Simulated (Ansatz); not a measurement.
Consider the hydrogenolysis of the Si–O bond: `N[Si@H](Cl)O[Si@@H](N)O` + H₂ → `N[SiH2]O[SiH](N)Cl` + H₂O.

Program: Ansatz. Geometries: PBE0-D4/def2-TZVP. ΔE: electronic, gas phase. CCSD(T)/CBS adds triple-zeta CCSD(T) − MP2 to the extrapolated MP2 energy (def2 sets, frozen cores). This one scheme is used for every species. Functionals use def2-TZVPP. B3LYP here is the variant with VWN-RPA as its local correlation; programs differ in this. One conformer a species, not always the lowest.

`N[Si@H](Cl)O[Si@@H](N)O`:

```xyz
14

N    -0.333    2.157   -0.066
Si    0.829    1.062    0.521
O     1.454    1.582    1.938
O     0.043   -0.366    0.709
Si   -0.799   -1.518   -0.048
N     0.143   -2.228   -1.265
Cl   -2.445   -0.732   -1.015
H    -0.099    3.110   -0.286
H    -1.117    1.825   -0.605
H     2.025    0.841   -0.318
H     0.823    1.892    2.591
H    -1.334   -2.410    0.997
H     1.083   -2.541   -1.089
H    -0.272   -2.675   -2.064
```

H₂:

```xyz
2

H    -0.226    0.020    0.296
H     0.226   -0.020   -0.296
```

`N[SiH2]O[SiH](N)Cl`:

```xyz
13

N     0.714    0.227    1.728
Si    0.103    1.510    0.775
O    -0.553    0.967   -0.632
Si   -0.382   -0.357   -1.552
N    -0.926   -1.724   -0.705
Cl    1.628   -0.462   -2.067
H     0.282   -0.033    2.598
H     1.677   -0.059    1.681
H     1.191    2.450    0.418
H    -0.983    2.170    1.535
H    -1.121   -0.225   -2.818
H    -1.054   -2.597   -1.191
H    -0.578   -1.866    0.231
```

H₂O:

Cartesian coordinates in Å:
```
O 0.146 -0.103 -0.346
H -0.709 -0.339 0.020
H 0.563 0.442 0.325
```

| level | ΔE (kJ/mol) |
| --- | --- |
| PBE-D4 | 91.1 |
| B2PLYP | 97.9 |
| PBE | 88.3 |
| r2SCAN | 102.8 |
| B3LYP | 93.9 |
| HF/def2-TZVPP | 93.9 |
| MP2/def2-TZVPP | 101.5 |
| SCS-MP2/def2-QZVPP | 99.1 |

(1) What does CCSD(T)/CBS give? (An estimate is asked.)

Largest T1 diagnostic among the species: 0.011.

Answers

(1) Ansatz gave: +97.1 kJ/mol. The listed levels differ from it by -6.0, 0.8, -8.8, 5.7, -3.2, -3.2, 4.4, 2.0 kJ/mol.

The D4 term adds +4.4 kJ/mol with B3LYP and +2.4 kJ/mol with PBE0; it sums over pairs of atoms, weighted by their polarisabilities, and B3LYP, whose exchange is more repulsive, gets the larger term.
